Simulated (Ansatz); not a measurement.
`N#C[Si](F)(F)F` + H₂ → `F[SiH](F)F` + `C#N`  (hydrogenolysis of the Si–C bond)

Gas-phase electronic energies from Ansatz, PBE0-D4/def2-TZVP geometries. CCSD(T)/CBS is the MP2 limit (def2-TZVPP, def2-QZVPP) plus CCSD(T) − MP2 in def2-TZVPP, frozen cores. This one scheme is used for every species. Functionals use def2-TZVPP.

| level | ΔE (kJ/mol) |
| --- | --- |
| BLYP | -4.9 |
| r2SCANh | 3.1 |
| r2SCAN0 | 0.3 |
| MP2/def2-TZVPP | 4.8 |

**Question.** What does CCSD(T)/CBS give? (Estimate.)

**Answer.** Computed: -0.1 kJ/mol. The listed levels differ from it by -4.8, 3.2, 0.4, 4.9 kJ/mol.

Largest T1 diagnostic among the species: 0.014.

The D4 term adds +7.4 kJ/mol with B3LYP and +4.0 kJ/mol with PBE0; it sums over pairs of atoms, weighted by their polarisabilities, and B3LYP, whose exchange is more repulsive, gets the larger term. Leaving LDA and LC-ωPBE aside and taking each functional with its dispersion term where it has one, the values, not all of them listed here, spread over 12.1 kJ/mol, from BHLYP-D4 to revPBE-D4.

B3LYP here is the variant with VWN-RPA as its local correlation; programs differ in this.
